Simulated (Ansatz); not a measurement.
Energy landscape of H₂F (cation, charge +1), singlet: symmetric bend, bond length relaxed. Scanned: H-F-H angle. Other coordinates (F-H bond length) were minimised at PBE0/def2-TZVP.

Calculation: full CI/def2-SVP, frozen core run with Ansatz (an electronic-structure program).

Scanned values (°): 180, 172.80, 164.59, 155.27, 147.27, 139.47, 131, 123.96, 114.42, 107.26, 99.89, 92.04, 85.21, 75.33, 66.91, 60.

Q: Describe the profile: where are the wells and the tops?

A: Lower than their neighbours: 114.42° (0.0 mEh). Higher than their neighbours: 180° (26.4 mEh, end of the scan), 60° (70.1 mEh, end of the scan). The whole profile spans 70.1 mEh.
